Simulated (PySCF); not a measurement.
A calculated (r2SCANh, PySCF 2.14, aug-cc-pVQZ-DK, scalar relativity by spin-free X2C-1e) atom or ion has these occupied shells.

```tsv
shell	electrons	orbital energy (eV)	rms radius, mean of both spins (bohr)
1s α	1	-10291.1	0.0560
1s β	1	-10291.0	0.0560
2s α	1	-1303.4	0.236
2s β	1	-1302.4	0.236
2p α	3	-1135.7	0.211
2p β	3	-1134.8	0.211
3s α	1	-175.85	0.693
3s β	1	-173.59	0.693
3p α	3	-124.13	0.729
3p β	3	-121.90	0.729
3d α	5	-40.327	0.856
3d β	4	-38.874	0.856
4s α	1	-20.459	2.24
4s β	1	-19.169	2.24
4p α	1	-12.549	2.74
```

**Question.** Name the element and its charge.

**Answer.** Ga+ (gallium, charge +1), in [Ar] 3d9 4s2 4p1, one real determinant (an excited configuration).
